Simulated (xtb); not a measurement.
C4H5Si, doublet, from a rough starting geometry; GFN2-xTB in xtb 6.7.1.

Here is a job for xtb.
```
$ xtb mol.xyz --gfn 2 --uhf 1 --opt vtight --json

# file mol.xyz
10

C     -0.87480570     1.17199784    -0.34795354
C      0.31637533     1.46193890    -0.21608079
Si     1.13812221    -0.28785125     0.23335404
C     -0.52178087    -1.12002089     0.16080136
C     -1.47856534    -0.12187474    -0.10663474
H      0.77269879     2.35252400    -0.33680864
H      1.74195439    -0.20561407     1.56303137
H      2.08395996    -0.74194032    -0.80739943
H     -0.79070717    -2.15145491     0.39047706
H     -2.50713072    -0.37316244    -0.20294922
```

Q: Write the output that xtb gives for this input, abridged.

A: 
```
   ID    Z sym.   atoms
    1    6 C      1, 2, 4, 5
    2   14 Si     3
    3    1 H      6-10

           -------------------------------------------------
          |                Calculation Setup                |
           -------------------------------------------------

           -------------------------------------------------
          |                 G F N 2 - x T B                 |
           -------------------------------------------------

          ...................................................
          :                      SETUP                      :
          :.................................................:
          :  # basis functions                  31          :
          :  # atomic orbitals                  30          :
          :  # shells                           16          :
          :  # electrons                        25          :
          :  max. iterations                   250          :
          :  Hamiltonian                  GFN2-xTB          :
          :  restarted?                      false          :
          :  GBSA solvation                  false          :
          :  PC potential                    false          :
          :  electronic temp.          300.0000000     K    :
          :  accuracy                    1.0000000          :
          :  -> integral cutoff          0.2500000E+02      :
          :  -> integral neglect         0.1000000E-07      :
          :  -> SCF convergence          0.1000000E-05 Eh   :
          :  -> wf. convergence          0.1000000E-03 e    :
          :  Broyden damping             0.4000000          :
          :  net charge                          0          :
          :  unpaired electrons                  1          :
          ...................................................

 iter      E             dE          RMSdq      gap      omega  full diag
   1    -12.8394485 -0.128394E+02  0.691E+00    0.63       0.0  T
   2    -12.8929033 -0.534548E-01  0.330E+00    0.52       1.0  T
   3    -12.8769155  0.159877E-01  0.345E+00    0.82       1.0  T
   4    -12.9055809 -0.286654E-01  0.151E+00    0.61       1.0  T
   5    -12.9027679  0.281294E-02  0.118E+00    0.75       1.0  T
   6    -12.9089734 -0.620547E-02  0.388E-01    0.65       1.0  T
   7    -12.9095588 -0.585389E-03  0.205E-01    0.63       1.0  T
   8    -12.9096641 -0.105351E-03  0.879E-02    0.63       1.0  T
   9    -12.9096730 -0.886830E-05  0.243E-02    0.63       1.3  T
[...]
         :: total energy             -12.657391878672 Eh    ::
 * total energy  :   -12.6573919 Eh     change       -0.1011955E-09 Eh
 * total energy  :   -12.6719339 Eh     change       -0.1454202E-01 Eh
 * total energy  :   -12.6733526 Eh     change       -0.1418689E-02 Eh
 * total energy  :   -12.6735689 Eh     change       -0.2162978E-03 Eh
 * total energy  :   -12.6736209 Eh     change       -0.5203003E-04 Eh
 * total energy  :   -12.6736348 Eh     change       -0.1389518E-04 Eh
 * total energy  :   -12.6736407 Eh     change       -0.5856408E-05 Eh
 * total energy  :   -12.6736418 Eh     change       -0.1151127E-05 Eh
 * total energy  :   -12.6736419 Eh     change       -0.3563095E-07 Eh
   *** GEOMETRY OPTIMIZATION CONVERGED AFTER 9 ITERATIONS ***
         :: total energy             -12.673641859188 Eh    ::
[...]
     7   1 H        0.919    -0.074     4.733     3.403
     8   1 H        0.919    -0.074     4.734     3.403
     9   1 H        0.926     0.021     2.717     2.577
    10   1 H        0.926     0.029     2.598     2.520

 Mol. C6AA /au·bohr⁶  :       1705.099843
 Mol. C8AA /au·bohr⁸  :      55110.474220
 Mol. α(0) /au        :         69.827299

Wiberg/Mayer (AO) data.
largest (>0.10) Wiberg bond orders for each atom

 ---------------------------------------------------------------------------
     #   Z sym  total        # sym  WBO       # sym  WBO       # sym  WBO
 ---------------------------------------------------------------------------
     1   6 C    3.404 --     2 C    2.027     5 C    1.135     3 Si   0.154
     2   6 C    3.967 --     1 C    2.027     6 H    0.971     3 Si   0.754
                             4 C    0.143
     3  14 Si   3.612 --     4 C    0.912     8 H    0.874     7 H    0.874
                             2 C    0.754     1 C    0.154
     4   6 C    3.969 --     5 C    1.837     9 H    0.976     3 Si   0.912
                             2 C    0.143
     5   6 C    3.987 --     4 C    1.837     1 C    1.135    10 H    0.964
     6   1 H    0.999 --     2 C    0.971
     7   1 H    0.994 --     3 Si   0.874
     8   1 H    0.994 --     3 Si   0.874
     9   1 H    1.000 --     4 C    0.976
    10   1 H    0.999 --     5 C    0.964
 ---------------------------------------------------------------------------

Topologies differ in total number of bonds
Writing topology from bond orders to xtbtopo.mol

molecular dipole:
                 x           y           z       tot (Debye)
 q only:        0.624      -0.321       0.149
   full:        0.420      -0.372       0.133       1.465
molecular quadrupole (traceless):
                xx          xy          yy          xz          yz          zz
 q only:        1.332       0.388      -0.894       0.213       0.110      -0.438
  q+dip:        2.327       2.239      -0.467       0.127      -0.044      -1.860
   full:        1.471       1.723      -0.496       0.002       0.089      -0.975

optimized geometry written to: xtbopt.xyz

           -------------------------------------------------
          | TOTAL ENERGY              -12.673641859188 Eh   |
          | GRADIENT NORM               0.000187283111 Eh/α |
          | HOMO-LUMO GAP               1.110056114106 eV   |
           -------------------------------------------------
```
